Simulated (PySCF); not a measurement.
Excitation energy of C by level of theory

C [He] 2s2 2p2 (3P) → C [He] 2s2 2p1 3s1 (3P), as a difference of total energies. All numbers are calculated (PySCF 2.14, the non-relativistic Hamiltonian (point nucleus), in dyall-acv3z (15s9p4d2f, 76 functions)). Correlated levels: valence: 1s2 frozen; virtual orbitals above 40 to 60 times the deepest correlated orbital energy dropped. The calculations carry no spin-orbit coupling.

```json
{"method": "UHF", "excitation energy (eV)": "7.416"}
{"method": "MP2 (valence)", "excitation energy (eV)": "7.698"}
{"method": "SCS-MP2 (valence)", "excitation energy (eV)": "7.596"}
{"method": "CCSD (valence)", "excitation energy (eV)": "7.531"}
{"method": "CCSD(T) (valence)", "excitation energy (eV)": "7.534"}
```

How much does correlation contribute at CCSD(T) (valence)?

7.534 − (7.416) = 0.118 eV, measured against UHF.

Errors of the correlated levels include the incompleteness of this basis and the frozen core.

The promoted electron is Rydberg-like, and one or two diffuse shells describe it only roughly, which tends to raise the upper state.

For comparison: 7.482 eV (measured; NIST levels, between the centres of gravity of the two terms).
